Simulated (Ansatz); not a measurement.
A nudged elastic band was laid between two geometries of GeH₄O (6 atoms, charge 0, multiplicity 1).

These are results of RKS r2SCAN-D4/def2-SVP in Ansatz, not measurements.

```json
{
 "movable images": "5",
 "climbing image": "yes",
 "spring": "5.0 eV/Å²",
 "optimiser": "quadratic models (default)",
 "start path": "through a guess of the saddle point",
 "force threshold": "0.03 eV/Å",
 "iteration limit": "60",
 "end points": "relaxed"
}
```

Initial state:

```xyz
6
Properties=species:S:1:pos:R:3
Ge 0.209 -0.045 0.130
H 0.099 0.051 1.664
H 1.661 0.093 -0.327
O -0.621 1.333 -0.646
H -1.568 1.339 -0.456
H -0.399 -1.378 -0.348
```

Final state:

```xyz
6
Properties=species:S:1:pos:R:3
Ge 0.105 -0.157 -1.082
H 1.011 -0.149 1.426
H 1.573 0.181 1.028
O -0.884 1.333 -0.937
H -1.642 1.246 -0.342
H -0.783 -1.062 -0.076
```

Task: What changes between the two ends?

Result: Bonds broken: Ge1–H2, Ge1–H3. Bonds formed: H2–H3. GeH4O becomes GeH2O + H2.

Task: Give the energies along the band, and the barrier.

Result: The run converged. The highest image is number 3 of 0 to 6, 2.41 eV above the first end and 1.12 eV above the last; the last end lies 1.29 eV above the first. A vibrational analysis at the climbing image gives one clearly imaginary mode, 1183i cm⁻¹: a first-order saddle point. The orbitals stay closed-shell, which can raise the energy where a bond breaks towards radicals; this wasn't checked here.

```
image  path coordinate (Å)  energy (eV)  Ge1–H2 (Å)  Ge1–H3 (Å)  H2–H3 (Å)
    0                 0.00         0.00        1.54        1.53       2.53
    1                 0.46         0.27        1.52        1.52       2.22
    2                 0.93         1.46        1.57        1.50       1.76
    3                 1.39         2.41        1.76        1.56       1.32
    4                 1.84         1.62        1.99        1.80       0.86
    5                 2.28         1.32        2.35        2.25       0.77
    6                 2.72         1.29        2.67        2.59       0.76
```

Task: What is the geometry of the highest image?

Result: 
```xyz
6
Properties=species:S:1:pos:R:3:forces:R:3
Ge 0.303 -0.078 -0.533 0.00 0.00 0.00
H 0.390 -0.057 1.222 0.00 0.00 0.00
H 1.453 0.195 0.482 0.00 0.00 -0.01
O -0.756 1.344 -0.793 0.00 -0.01 0.01
H -1.516 1.336 -0.197 0.00 0.01 -0.01
H -0.494 -1.347 -0.164 0.00 0.00 0.00
```

Task: What are the harmonic wavenumbers there?

Result: 1183i, 301, 533, 620, 644, 690, 910, 984, 1478, 2093, 2118, 3847 cm⁻¹.

Run time: 2.3 min on 1 thread of Arm Neoverse V2, with other jobs on the host, peak memory 0.12 GiB.
